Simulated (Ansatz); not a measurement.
`[F][Ga]([F])[F]` + H₂Se → `[F][Ga]([F])[SeH]` + H–F at 298.15 K and 1 bar (ligand exchange at a Ga–F bond).

Computed with Ansatz on PBE0-D4/def2-TZVP structures; ΔE is electronic, products minus reactants. CBS: MP2 limit from def2 TZ/QZ plus the TZ coupled-cluster correction, frozen cores. This one scheme is used for every species. For Ga, Se outer-core shells are correlated without core-valence functions, which leaves a few kJ/mol of doubt a bond. Scalar relativity is left out up to krypton. Each species was taken in one conformer, which may not be the lowest.

| species | CCSD(T)/CBS energy (Eh) | H − E (kJ/mol) | S (J/(mol·K)) |
| --- | --- | --- | --- |
| `[F][Ga]([F])[F]` | -2223.43412 | 31.7 | 292.6 |
| H₂Se | -2401.89790 | 45.8 | 219.1 |
| `[F][Ga]([F])[SeH]` | -4524.95394 | 51.2 | 342.0 |
| H–F | -100.39570 | 33.5 | 173.6 |

H − E and S are ideal-gas, rigid-rotor, harmonic terms from PBE0-D4/def2-TZVP, for one conformer and one mirror image of each species. 1 Eh = 2625.50 kJ/mol, R = 8.31446 J/(mol·K).

Problem. By hand: ΔE, ΔH, ΔS and ΔG.

Solution. ΔE = (-4524.95394) + (-100.39570) − (-2223.43412) − (-2401.89790) = -0.01762 Eh = -46.3 kJ/mol. Δ(H − E) = 51.2 + 33.5 − 31.7 − 45.8 = 7.2, so ΔH = -39.1 kJ/mol. ΔS = 342.0 + 173.6 − 292.6 − 219.1 = 3.9 J/(mol·K). ΔG = -39.1 − 298.15 × (3.9)/1000 = -40.3 kJ/mol.

Problem. By hand: the equilibrium constant, and the temperature at which ΔG would vanish if ΔH and ΔS stayed fixed.

Solution. log₁₀ K = −ΔG/(RT ln 10) = 7.1. ΔH and −TΔS have one sign here, so there is no such temperature.

The number of gas molecules stays the same, so ΔS is small and ΔH decides. A doubt of 5 kJ/mol in ΔE shifts log₁₀ K by 0.9 here. Other conformers and mirror images would add mixing entropy, several J/(mol·K) or more a flexible species. These are equilibria of isolated gas molecules and say nothing of rates. Largest T1 diagnostic: 0.015 (customary marks: 0.02 for closed shells, 0.045 for open ones).

ΔS is within the doubt of such terms, so its sign, and with it that verdict, could turn.
